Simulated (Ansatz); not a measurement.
Molecule: C5H9 (charge 0, doublet). It need not be the lowest isomer of its formula. 
Coordinates optimised at B3LYP-D3(BJ)/def2-TZVP (Ansatz, an electronic-structure program):
SMILES: [H]/[C]=C/CCC
```xyz
14

C      2.1466     0.2152     0.9793
C      0.9024     0.6188     0.1942
C     -0.0520    -0.5568    -0.0405
C     -1.2565    -0.1689    -0.8555
C     -2.4999    -0.2194    -0.4659
H      2.8099     1.0672     1.1378
H      1.8794    -0.1860     1.9597
H      2.7132    -0.5551     0.4505
H      0.3654     1.4092     0.7257
H      1.1959     1.0428    -0.7713
H     -0.3776    -0.9693     0.9167
H      0.4885    -1.3532    -0.5647
H     -1.0405     0.2060    -1.8630
H     -3.4775     0.0048    -0.8612
```
Charge 0, spin multiplicity 2.

Parts of the frozen-core correlation energy in cc-pVQZ (Ansatz, hartree). Frozen orbitals: 5; correlated occupied orbitals by spin: 15 and 14; virtual: 525 and 526. UHF or UKS for open shells. Spin-orbit coupling is left out. Non-relativistic.

```tsv
term	value
reference (HF)	-194.57944
MP2 opposite-spin	…
MP2 same-spin	…
CCSD correlation	…
(T)	-0.03961
T1 diagnostic	0.026
largest doubles amplitude	0.043
<S^2> of the reference	0.921
```

### Question
Complete the blanks.

### Answer

- MP2 opposite-spin, value: -0.66993
- MP2 same-spin, value: -0.18890
- CCSD correlation, value: -0.91191
